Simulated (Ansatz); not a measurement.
Born–Oppenheimer molecular dynamics of C2H6BCl (10 atoms, charge 0, multiplicity 1). It goes on from the last frame of an earlier run, with new velocities.

These are results of RKS PBE/6-31G* in Ansatz, not measurements.

| Property | Result |
| --- | --- |
| ensemble | NVE (velocity Verlet) |
| time step | 0.5 fs |
| steps asked | 100 |
| starting velocities drawn for | 1000 K |
| masses | H 3.016 u |
| seed | 263351 |

First frame:

```xyz
10
Properties=species:S:1:pos:R:3
B -0.043 0.089 0.056
C 0.058 0.198 1.598
H -0.612 1.028 1.932
H -0.402 -0.641 2.169
H 1.017 0.328 2.005
Cl 1.391 -0.322 -0.850
C -1.411 0.012 -0.849
H -1.437 -0.999 -1.188
H -2.387 0.262 -0.392
H -1.386 0.610 -1.808
```

**Question.** How far do the bonds stretch over the last three quarters of this one trajectory? (Pairs bonded in most of those frames.)

**Answer.** 
```json
{"bond": "B1–C2", "mean (Å)": "1.589", "spread (Å)": "0.067", "shortest": "1.48", "longest": "1.69"}
{"bond": "B1–Cl6", "mean (Å)": "1.812", "spread (Å)": "0.044", "shortest": "1.74", "longest": "1.88"}
{"bond": "B1–C7", "mean (Å)": "1.555", "spread (Å)": "0.063", "shortest": "1.44", "longest": "1.64"}
{"bond": "C2–H3", "mean (Å)": "1.127", "spread (Å)": "0.066", "shortest": "1.03", "longest": "1.22"}
{"bond": "C2–H4", "mean (Å)": "1.118", "spread (Å)": "0.043", "shortest": "1.06", "longest": "1.18"}
{"bond": "C2–H5", "mean (Å)": "1.113", "spread (Å)": "0.052", "shortest": "1.03", "longest": "1.18"}
{"bond": "C7–H8", "mean (Å)": "1.111", "spread (Å)": "0.019", "shortest": "1.07", "longest": "1.14"}
{"bond": "C7–H9", "mean (Å)": "1.108", "spread (Å)": "0.031", "shortest": "1.06", "longest": "1.16"}
{"bond": "C7–H10", "mean (Å)": "1.117", "spread (Å)": "0.056", "shortest": "1.03", "longest": "1.20"}
```

Mean temperature of the second half: 600 K. The conserved energy stayed within 0.25 meV per atom of its start (net change 0.22 meV per atom), so the integration is sound. A run of 0.05 ps of so small a system gives no equilibrium averages.

The run took 4.2 min on 1 thread of Intel(R) Xeon(R) Platinum 8259CL CPU @ 2.50GHz (Skylake/Cascade Lake), with other jobs on the host, peak memory 0.13 GiB.
